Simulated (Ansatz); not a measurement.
Be10O10 (started as a model of: (BeO)10 cage of four- and six-membered rings), relaxed as a singlet with RKS PBE-D4/def2-SVP in Ansatz, starting from the GFN2-xTB geometry. Force threshold 0.03 eV/Å.

Start:

```xyz
20

Be   -2.498    0.984    0.805
O    -2.208    0.145    2.041
Be   -1.069    1.366    2.212
O    -1.540    2.326    1.127
Be   -0.856    1.796   -0.122
O    -1.994    0.647   -0.584
Be   -1.118   -0.537   -0.902
O    -0.596   -1.433    0.409
Be   -0.942   -0.592    1.626
O     0.197    0.537    2.099
Be    1.114    0.534    0.907
O     0.595    1.432   -0.414
Be    0.947    0.604   -1.643
O    -0.199   -0.537   -2.098
Be    1.067   -1.366   -2.209
O     2.209   -0.147   -2.038
Be    0.855   -1.798    0.126
O     1.993   -0.647    0.585
Be    2.501   -0.988   -0.803
O     1.541   -2.327   -1.125
```

| step | energy (eV) | largest force component (eV/Å) | SCF passes |
| --- | --- | --- | --- |
| 1 | -24471.5202 | 1.433 | 20 |
| 2 | -24471.8974 | 0.867 | 19 |
| 3 | -24472.0420 | 0.537 | 21 |
| 4 | -24472.1002 | 0.120 | 20 |
| 5 | -24472.1056 | 0.041 | 21 |
| 6 | -24472.1059 | 0.021 | 22 |

Force components are those of the run's own axes.

End:

```xyz
20

Be   -2.556    1.022    0.832
O    -2.249    0.173    2.118
Be   -1.107    1.393    2.258
O    -1.617    2.378    1.144
Be   -0.885    1.826   -0.149
O    -2.007    0.698   -0.598
Be   -1.130   -0.567   -0.896
O    -0.619   -1.448    0.399
Be   -0.944   -0.620    1.692
O     0.179    0.508    2.141
Be    1.130    0.566    0.896
O     0.620    1.449   -0.399
Be    0.944    0.620   -1.692
O    -0.179   -0.508   -2.140
Be    1.106   -1.394   -2.258
O     2.249   -0.173   -2.118
Be    0.885   -1.826    0.149
O     2.007   -0.698    0.598
Be    2.556   -1.022   -0.832
O     1.617   -2.378   -1.144
```

By distances, no bond broke or formed. The bond that changes most is O4–Be5, from 1.52 to 1.59 Å (atoms count from 1).

No frequencies were taken in this run, so the end may be a saddle point.

Run time 29 s (4 threads of Arm Neoverse V1 on a shared host).
